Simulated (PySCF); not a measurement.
Compound: CH9OPSiSn.
Cartesian coordinates in Å at the PBE0-D3(BJ)/def2-SVP level; atoms count from 1:
```
atom  x, y, z in Å
C1    -2.564   -0.955    0.440
Si2   -1.122   -0.554   -0.678
O3    -0.460    0.901   -0.244
Sn4    1.405    1.580   -0.153
P5     2.846   -0.426    0.330
H6    -3.332   -0.168    0.379
H7    -3.029   -1.912    0.153
H8    -2.233   -1.031    1.487
H9    -1.581   -0.511   -2.104
H10   -0.083   -1.638   -0.577
H11    1.710    2.348   -1.656
H12    1.399    2.682    1.157
H13    3.016   -0.720   -1.058
H14    4.021    0.393    0.375
```

The calculation used PySCF 2.14.0, PBE0-D3(BJ)/def2-SVP geometry optimisation, gas phase, def2 core potentials past Kr.

Take the most abundant isotopes and a rigid rotor. The values belong to one conformer with, in the numbering `[CH3:1][SiH2:2][O:3][SnH2:4][PH2:5]`, C1–Si2–O3–Sn4 142°, Si2–O3–Sn4–P5 -29°, O3–Sn4–P5–H 89° and -178°.

(1) What are A, B and C (MHz)?

(2) What kind of rotor is it?

(3) Is it planar, by Δ = Ic − Ia − Ib?

(4) Give the other two planar moments, Paa and Pbb, and the rms extents of the mass along the axes.

(5) Which types of transition are allowed, and where do some lines up to J = 5 fall?

(6) Estimate the classical rotational partition function at 50 K, 100 K and 298.15 K.

Answers

(1) Ia = 202.27, Ib = 592.82, Ic = 741.61 u·Å²; 505379 MHz·u·Å²/I gives A = 2499, B = 852.5, C = 681.5 MHz.

(2) An asymmetric top. Ray's parameter κ = (2B − A − C)/(A − C) = -0.812; −1 is the prolate and +1 the oblate limit.

(3) Not planar: Δ = Ic − Ia − Ib = -53.48 u·Å². For a rigid frame Δ = −2 Σ m c², so Σ m c² = 26.74 u·Å² lies off the ab plane: 13.45 from hydrogen and 13.29 from heavier atoms. The atom farthest from that plane is 1.85 Å away.

(4) Paa = Σ m a² = (Ib + Ic − Ia)/2 = 566.08 and Pbb = Σ m b² = (Ia + Ic − Ib)/2 = 175.53 u·Å². With the mass M = 215.92 u, the rms extents √(P/M) along a, b and c are 1.62, 0.90, 0.35 Å.

(5) The dipole components are |μa| = 1.75 D, |μb| = 0.08 D, |μc| = 0.14 D. Intensities carry the squares of the components, which stand as 1.00 : 0.00 : 0.01 (a : b : c). Some lines, for components of 0.1 D or more:

```tsv
type	branch	J(Ka,Kc)	MHz	lower level (cm⁻¹)
a	Q	5(2,3) ← 5(2,4)	420	0.997
c	Q	5(1,5) ← 5(0,5)	788	0.754
c	Q	4(1,4) ← 4(0,4)	1030	0.505
c	Q	1(1,1) ← 1(0,1)	1646	0.051
a	Q	5(1,4) ← 5(1,5)	2549	0.780
a	R	2(1,2) ← 1(1,1)	2897	0.106
a	R	2(0,2) ← 1(0,1)	3055	0.051
a	R	2(1,1) ← 1(1,0)	3239	0.112
a	R	3(1,3) ← 2(1,2)	4338	0.203
a	R	3(0,3) ← 2(0,2)	4552	0.153
a	R	3(2,2) ← 2(2,1)	4602	0.385
a	R	3(2,1) ← 2(2,0)	4652	0.385
a	R	3(1,2) ← 2(1,1)	4850	0.220
a	R	4(3,2) ← 3(3,1)	6159	0.827
c	R	3(1,2) ← 2(0,2)	6851	0.153
a	R	5(4,1) ← 4(4,0)	7698	1.436
a	R	5(3,2) ← 4(3,1)	7720	1.033
a	R	5(2,3) ← 4(2,2)	7876	0.749
c	R	4(1,3) ← 3(0,3)	8750	0.305
c	Q	5(4,2) ← 5(3,2)	12074	1.290
c	Q	4(4,1) ← 4(3,1)	12095	1.033
c	R	5(2,4) ← 4(1,4)	13713	0.540
c	R	4(3,1) ← 3(2,1)	14766	0.540
c	R	4(3,2) ← 3(2,2)	14825	0.538
c	R	5(3,2) ← 4(2,2)	16237	0.749
c	R	5(3,3) ← 4(2,3)	16406	0.742
c	R	5(4,2) ← 4(3,2)	19797	1.033
c	R	5(5,1) ← 4(4,1)	23256	1.436
```

(6) Point group C1, symmetry number σ = 1; q = (√π/σ)·√((kT/h)³/(ABC)), k/h = 20836.6 MHz/K: 49500 at 50 K, 140000 at 100 K, 720000 at 298.15 K.

No frequency check. Constants of a rigid frame at the computed geometry: no zero-point averaging, no centrifugal distortion. A rigid rotor knows nothing of internal rotation, which can split or shift real lines.
